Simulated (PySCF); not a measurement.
Computed shifts of a molecule Cl₂H₄OSi₂, PySCF with HF/pcSseg-1, GIAO, gas phase, equivalent atoms averaged, in ppm (number of nuclei): ²⁹Si: -21.8 (1), -39.6 (1). ¹H: 5.17 (1), 4.78 (3). References: ²⁹Si against TMS (σ = 393.8 ppm); ¹⁷O against H2O (σ = 333.0 ppm); ³⁵Cl against HCl (σ = 958.2 ppm); ¹H against TMS (σ = 31.99 ppm), references at their B3LYP-D3(BJ)/def2-TZVP geometries, non-relativistic (without spin–orbit terms, shifts of atoms bonded to Cl or Br come out too high). The structure is a stationary point at ωB97X-D3(BJ)/def2-SVP. Other conformers were not sampled.

### Question
Identify the compound among the candidates.
A) [SiH3]O[SiH](Cl)Cl
B) O[SiH2][SiH](Cl)Cl
C) Cl[SiH2]O[SiH2]Cl
D) O[Si@@H](Cl)[SiH2]Cl

### Answer
A, [SiH3]O[SiH](Cl)Cl
